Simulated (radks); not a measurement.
The numbers below are computed, except where a source is named.
Task: Neutral palladium, [Kr] 4d10. Code: a radial shooting solver on a logarithmic mesh with Libxc functionals. Model: non-relativistic Kohn-Sham, exchange-only B88, spin-polarised, spherical densities, point nucleus. Every spin shell is full or empty, so the densities are truly spherical. Functionals are evaluated on that one density, not self-consistently. Rank these exchange functionals by their error against the exact value of the orbitals, and give that value: LDA, PBE, PBEsol, revPBE, RPBE, PW91, PW86, WC, SOGGA, EV93, revTPSS, SCAN, r2SCAN, Tao-Mo, MVS.

Result: Exact: -138.892 hartree. From best to worst, with 100 (|E| - |E exact|)/|E exact| (equal figures are ties): r2SCAN -0.04, PW91 +0.07, PW86 -0.07, MVS +0.11, RPBE -0.15, EV93 -0.17, revPBE -0.21, SCAN +0.24, PBE -0.35, Tao-Mo -0.72, WC -0.82, revTPSS -0.83, PBEsol -2.26, SOGGA -2.27, LDA -4.95.
